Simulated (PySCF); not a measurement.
## How methods differ on the excitation energy of Bi

Bi [Xe] 4f14 5d10 6s2 6p3 (4S) → Bi [Xe] 4f14 5d10 6s2 6p2 6d1 (high-spin determinant), as a difference of total energies. Calculation: PySCF 2.14, in aug-cc-pVTZ-DK3 (9s8p6d3f, 84 functions); scalar relativity by spin-free X2C-1e. Correlated levels: valence: [Xe] 4f14 5d10 frozen. The calculations carry no spin-orbit coupling.

| method | excitation energy (eV) |
| --- | --- |
| UHF | 7.164 |
| MP2 (valence) | 7.225 |
| SCS-MP2 (valence) | 7.205 |
| CCSD (valence) | 7.133 |
| CCSD(T) (valence) | 7.109 |

Q: How much does correlation contribute at CCSD(T) (valence)?

A: 7.109 − (7.164) = -0.055 eV, measured against UHF.

Spin-orbit coupling is strong in these open shells (close to jj coupling). The scalar numbers leave it out and a first-order estimate fails, so it can dominate the gap to the real levels.

The promoted electron is Rydberg-like, and one or two diffuse shells describe it only roughly, which tends to raise the upper state.

The coupled-cluster amplitudes are large for the upper state (T1 above 0.03 or a double amplitude above 0.15), so a single reference is strained.

The determinant of the upper state mixes LS terms, which raises its energy above the lowest term, most at the Hartree-Fock and MP2 levels.
